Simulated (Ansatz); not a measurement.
Single points on TiAl₃.

```yaml
crystal:
  periodic: [false, false, false]
  atoms:
    - {symbol: Ti, position_ang: [0.683830, -0.983259, 1.112622]}
    - {symbol: Al, position_ang: [-1.518460, 0.381426, 0.555562]}
    - {symbol: Al, position_ang: [1.057725, 1.254488, -0.252616]}
    - {symbol: Al, position_ang: [-0.223096, -0.652656, -1.415567]}
basis:
  gaussian: {orbitals: def2-SVP, initial_orbitals: start.molden}
magnetization: {spin_polarized: true, initial_magnetization: 1}
hamiltonian: {xc: pbe0, dispersion: d4}
scf: {omitted_lower_state_checks: [starts]}
output: {orbitals: {seedname: orbitals}}
```

The file start.molden holds the orbitals of an earlier run on this structure, at another level or in another basis.

```sh
$ ansatz run in.yaml --threads 4 --pin off --events-out ev --progress --plain --max-ram 3916MiB
```

Shortened log:

```
Functional definition: PBE0
824 factors; integrals over basis functions are off by at most 6.1e-4 eV
mean field evaluation 1: about -42878.4251 eV, gradient 2.7e0 eV
mean field evaluation 2: about -42878.5003 eV, gradient 8.4e-2 eV
mean field evaluation 4: about -42878.5693 eV, gradient 6.4e-2 eV
mean field evaluation 8: about -42878.5696 eV, gradient 1.9e-3 eV
mean field evaluation 16: about -42878.5696 eV, gradient 1.1e-5 eV
mean field -42878.56961957 eV, -1575.7583693807 hartree, gradient 9.9e-6 eV, S^2 2.198344; 0 other end points of the search recorded, 0 dependent functions left out
reference -42878.56964816 eV, -1575.7583704315 hartree; 31, 30 occupied and 54, 55 virtual orbitals, 824 factors
Total energy: -42878.69113105 eV, -1575.7628348455 hartree
Checks for a lower state left out: starts
```

Run time 3.7 s (4 threads of Intel Xeon Platinum 8259CL on a shared host).

First input, but with `gaussian: {orbitals: def2-TZVP, initial_orbitals: start.molden}`, `hamiltonian: {xc: {name: BLYP}, dispersion: d4}` (abridged; 6.5 s):

```
Functional definition: BLYP
mean field evaluation 16: about -42904.6301 eV, gradient 2.2e-5 eV
mean field -42904.63014314 eV, -1576.7160759575 hartree, gradient 5.2e-6 eV, S^2 1.491997
Total energy: -42904.91901361 eV, -1576.7266917514 hartree
Checks for a lower state left out: starts
```

As the first input, with `gaussian: {orbitals: def2-TZVPD, initial_orbitals: start.molden}` (abridged; 13 s):

```
Functional definition: PBE0
mean field -42888.55782488 eV, -1576.1254291556 hartree, gradient 4.3e-6 eV, S^2 2.176633
Total energy: -42888.67933809 eV, -1576.1298946840 hartree
Checks for a lower state left out: starts
```

First input, but with `gaussian: {orbitals: 6-31G}`, `hamiltonian: {xc: {name: B3LYP}, dispersion: d4}` (abridged; 3.9 s):

```
Functional definition: B3LYP
mean field evaluation 16: about -42900.4967 eV, gradient 1.4e-1 eV
mean field evaluation 32: about -42900.4991 eV, gradient 2.5e-6 eV
mean field -42900.49912500 eV, -1576.5642638410 hartree, gradient 2.5e-6 eV, S^2 1.963764
Total energy: -42900.74127459 eV, -1576.5731626744 hartree
Checks for a lower state left out: starts
```

First input, but with `gaussian: {orbitals: def2-TZVPD, initial_orbitals: start.molden}`, `hamiltonian: {xc: pbe, dispersion: d4}` (abridged; 8 s):

```
Functional definition: PBE
mean field evaluation 16: about -42886.8589 eV, gradient 1.5e-5 eV
mean field -42886.85894945 eV, -1576.0629966354 hartree, gradient 7.1e-6 eV, S^2 1.587908
Total energy: -42887.00235527 eV, -1576.0682667019 hartree
Checks for a lower state left out: starts
```

The first input with `gaussian: {orbitals: 6-31G}`, `hamiltonian: {xc: hf}` (abridged; 1.8 s):

```
Functional definition: HF
mean field evaluation 16: about -42829.0184 eV, gradient 1.8e-2 eV
mean field -42829.01842322 eV, -1573.9373965018 hartree, gradient 6.1e-6 eV, S^2 2.880027
Total energy: -42829.01842322 eV, -1573.9373965018 hartree
Checks for a lower state left out: starts
```

First input, but with `gaussian: {orbitals: def2-TZVPD, initial_orbitals: start.molden}`, `hamiltonian: {xc: r2scan, dispersion: d4}` (abridged; 17 s):

```
Functional definition: r2SCAN
mean field evaluation 16: about -42900.3602 eV, gradient 2.4e-5 eV
mean field -42900.36017963 eV, -1576.5591576927 hartree, gradient 9.1e-6 eV, S^2 2.220735
Total energy: -42900.38403515 eV, -1576.5600343670 hartree
Checks for a lower state left out: starts
```

Geometry: PBE0-D4/def2-SVP.

The 6-31G sets use Cartesian d functions. B3LYP takes the VWN-RPA correlation. At PBE0-D4/def2-SVP, BLYP-D4/def2-TZVP, PBE0-D4/def2-TZVPD, B3LYP-D4/6-31G and others the charge 0 doublet is spin-contaminated (final ⟨S²⟩ up to 2.88, 0.75 for a pure state). The geometry of the doublet was relaxed on an unsound state (⟨S²⟩ 2.20, where a pure state has 0.75). At PBE0-D4/def2-TZVP a quartet of charge 0 lies 0.13 eV below the doublet, each at its own geometry. That quartet is doubtful there (⟨S²⟩ 4.13, where a pure state has 3.75). The structure comes from a short search, and lower isomers may exist.
